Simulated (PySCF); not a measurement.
O³⁺: interval between two levels

O³⁺ [He] 2s2 2p1 [2P3/2, M_J = 3/2] → O³⁺ [He] 2s1 2p2 [4P5/2, M_J = 5/2], as a difference of total energies. Computed with PySCF 2.14 in x2c-TZVPall-2c, with the two-component X2C-1e Hamiltonian. Correlated levels: 1s2 frozen. "Screened" scales the spin-orbit matrix elements by Boettger's factors to mimic the two-electron term; Breit and QED terms are absent.

```csv
method,interval between two levels (cm⁻¹)
GHF (spin-free),54009
GMP2 (spin-free),64909
GHF (screened spin-orbit),54006
GMP2 (screened spin-orbit),64909
```

The labels give the starting determinants; with spin-orbit coupling the two ends relaxed to ⟨J²⟩ = 3.75, ⟨L²⟩ = 2.00, ⟨S²⟩ = 0.75 and ⟨J²⟩ = 8.75, ⟨L²⟩ = 2.00, ⟨S²⟩ = 3.75.
